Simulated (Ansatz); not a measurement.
System: sum formula MoO2Cl2 (charge -1, doublet). The spin state was set by rule; other spins were not relaxed. 
Structure (B3LYP-D3(BJ)/def2-TZVP (Ansatz, a program for electronic structure) minimum search):
```
Mo
O 1 1.7168
O 1 1.7168 2 116.54
Cl 1 2.3764 2 110.85 3 -128.02
Cl 1 2.3764 2 110.85 3 128.02
```
Charge -1, spin multiplicity 2.

Basis-set convergence of Hartree-Fock and CCSD correlation energies (hartree) with Ansatz. Correlated levels leave the core frozen unless marked. UHF or UKS for open shells. No spin-orbit coupling. The frozen core is the preceding noble-gas configuration, with the filled d and f shells of earlier blocks. In def2 rows, elements after Kr have scalar-relativistic effective core potentials. This anion needs diffuse functions, which these sets lack.

| basis | functions | E(HF) | E(corr, CCSD) |
|---|---|---|---|
| def2-SVP | 95 | -1136.03474 | -0.86140 |
| def2-TZVPP | 202 | ___ | ___ |

Task: Complete the blanks.

Result: 
- def2-TZVPP, E(HF): -1136.57670
- def2-TZVPP, E(corr, CCSD): -1.11321
